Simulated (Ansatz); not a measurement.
Stepwise reaction of `C[O][Al]([Cl])[Cl]` with hydrogen fluoride, as a gas-phase model of exchange steps in deposition or etching. ΔE in kJ/mol; ΔG adds harmonic PBE0-D4 terms to CCSD(T)/CBS, at 1 bar.

Computed with Ansatz on PBE0-D4/def2-TZVP structures; ΔE is electronic, products minus reactants. CCSD(T)/CBS adds triple-zeta CCSD(T) − MP2 to the extrapolated MP2 energy (def2 sets, frozen cores). This one scheme is used for every species. DFT in def2-TZVPP. B3LYP here is the variant with VWN-RPA as its local correlation; programs differ in this. Each species was taken in one conformer, which may not be the lowest.

```json
{"step": "1", "reaction": "`C[O][Al]([Cl])[Cl]` + H–F → `C[O][Al]([F])[Cl]` + HCl", "PBE-D4": "-16.7", "B3LYP-D4": "-22.7", "ωB97M-V": "-20.0", "CCSD(T)/CBS": "-18.3", "ΔG(400 K)": "-24.0"}
```

(1) Give the row of step 2, `C[O][Al]([F])[Cl]` + H–F → `C[O][Al]([F])[F]` + HCl. (Estimate.)

(2) By hand: ΔE of the 2 steps together at CCSD(T)/CBS.

Results:

(1) Ansatz gave: 
```json
{"step": "2", "reaction": "`C[O][Al]([F])[Cl]` + H–F → `C[O][Al]([F])[F]` + HCl", "PBE-D4": "-15.2", "B3LYP-D4": "-21.3", "ωB97M-V": "-18.2", "CCSD(T)/CBS": "-17.3", "ΔG(400 K)": "-23.3"}
```

(2) (-18.3) + (-17.3) = -35.6 kJ/mol, or -17.8 kJ/mol a step.

In ΔE the steps differ by no more than 1.0 kJ/mol. All are downhill at CCSD(T)/CBS. ΔG lies between -24.0 and -23.3 kJ/mol a step. PBE-D4 differs from CCSD(T)/CBS by 1.6 to 2.1 kJ/mol a step. Isolated molecules leave out the surface, adducts and barriers. Largest T1 diagnostic: 0.012.
